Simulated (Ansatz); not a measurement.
Conformers and stereoisomers of `N[SiH](F)S[SiH](N)Cl`, each relaxed with PBE0-D4/def2-TZVP in Ansatz. CBS adds the triple-zeta coupled-cluster correction to the MP2 limit.

Not all of them had a frequency check.

Conformer A:

Z-matrix (Å, degrees):
```
Si
F 1 1.597
S 1 2.144 2 102.6
N 1 1.681 2 114.1 3 121.2
H 1 1.476 2 105.2 3 -117.4
Si 3 2.113 1 103.1 2 144.7
H 4 1.005 1 121.8 2 100.5
H 4 1.010 1 122.0 2 -97.6
N 6 1.718 3 109.9 1 -63.4
Cl 6 2.053 3 115.5 1 55.7
H 6 1.480 3 104.3 1 171.4
H 9 1.010 6 117.3 3 -51.1
H 9 1.010 6 118.0 3 172.1
```

Conformer B:

Z-matrix (Å, degrees):
```
Si
F 1 1.597
S 1 2.123 2 113.4
N 1 1.694 2 106.0 3 -121.2
H 1 1.480 2 105.0 3 113.5
Si 3 2.132 1 99.4 2 -71.3
H 4 1.006 1 121.8 2 -35.8
H 4 1.005 1 121.9 2 166.4
N 6 1.689 3 109.7 1 50.7
Cl 6 2.066 3 103.3 1 174.3
H 6 1.476 3 114.4 1 -72.0
H 9 1.006 6 122.3 3 37.6
H 9 1.006 6 121.9 3 -162.8
```

**Question.** Which is lowest in electronic energy at CCSD(T)/CBS (frozen core, def2 sets), and by how much? (Estimate.)

**Answer.** Ansatz gave: A; B lies 1.9 kJ/mol higher. Gaps under about 2 kJ/mol don't settle the order.

**Question.** Give the energies relative to A (kJ/mol) with r2SCAN-D4/def2-TZVPP, ωB97X-V/def2-TZVPP, PBE/def2-TZVPP, PBE0/def2-TZVPP, CCSD/def2-TZVPP, MP2/def2-QZVPP, CCSD/CBS(def2). (Estimate.)

**Answer.** The calculation gave: 
| level | B |
| --- | --- |
| r2SCAN-D4/def2-TZVPP | 1.5 |
| ωB97X-V/def2-TZVPP | 1.3 |
| PBE/def2-TZVPP | 2.4 |
| PBE0/def2-TZVPP | 1.2 |
| CCSD/def2-TZVPP | 1.3 |
| MP2/def2-QZVPP | 2.5 |
| CCSD/CBS(def2) | 0.3 |
